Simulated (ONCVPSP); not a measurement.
Before and after: ONCV potential for Te (Z = 52)

* Element: Te (Z = 52)
* Generator: ONCVPSP 4.0.1
* Type: optimised norm-conserving Vanderbilt (ONCV)
* Functional: PBE
* Relativity: scalar-relativistic
* Frozen core: [Kr]
* Valence charge: 16
* Reference configuration: 4d10 5s2 5p3 (charge +1)
* Partial waves: 5s: rc 1.60 bohr, ncon 4, nbas 9, qcut 3.2 1/bohr, 2 projectors, debl 3.3 Ha; 5p: rc 1.65 bohr, ncon 4, nbas 9, qcut 4.6 1/bohr, 1 projector; 4d: rc 1.55 bohr, ncon 4, nbas 9, qcut 9 1/bohr, 2 projectors, debl 3 Ha
* Local potential: polynomial inside 1.05 bohr (lpopt 5, dvloc0 0 Ha)
* Core correction: polynomial model core, fcfact 0.4

Change: d: debl 5.3.

Cutoffs: the cutoffs (Ha) at which the residual kinetic energy of the hardest occupied pseudo-wave falls to 1 and 0.1 mHa per electron; they do not see the model core or the augmentation charge, which bear on the density cutoff. Errors are all-electron minus pseudo energies relative to the spin-unpolarised reference configuration.

Question: What does the change do?

Answer: The potential gets neither clearly harder nor softer (38 Ha and 98 Ha → 38 Ha and 98 Ha); the bound ghosts move from p, s to d, p, s; of the 4 tests that both files solve, the error grows in 1 and shrinks in 0 by more than 15 % and 0.3 meV (median size 3.4 → 3.5 meV); the range in which the d phases agree narrows (upper end 2.5 → 0.9).

| quantity | base | changed |
| --- | --- | --- |
| cutoff, loose | 38 Ha | 38 Ha |
| cutoff, tight | 98 Ha | 98 Ha |
| bound ghosts | s, p | s, p, d |
| GHOST(+) flags under 300 eV | none | none |
| error for 4d10 5s2 5p4, meV [ΔE -9.73 eV] | +3.5 | +3.5 |
| error for 4d10 5s2 5p2, meV [ΔE 17.93 eV] | -3.3 | -3.5 |
| error for 4d10 5s2 5p1, meV [ΔE 44.82 eV] | -8.2 | -10 |
| error for 4d10 5s2 5p3.5, meV [ΔE -5.83 eV] | +1.7 | +1.7 |
| s: phases at 1.62 bohr within 0.05 rad from the reference energy up to (Ha; the scan ends near 5) | to the end of the scan | to the end of the scan |
| p: phases at 1.67 bohr within 0.05 rad from the reference energy up to (Ha; the scan ends near 5) | 1.8 | 1.8 |
| d: phases at 1.57 bohr within 0.05 rad from the reference energy up to (Ha; the scan ends near 5) | 2.5 | 0.9 |
| rms error of d²Exc/dni dnj with the model core, mHa | 0.55 | 0.53 |

 A true bound ghost makes a file unfit for plane-wave use even where its test errors are small: the radial tests pick states by their node count and pass the ghost by.
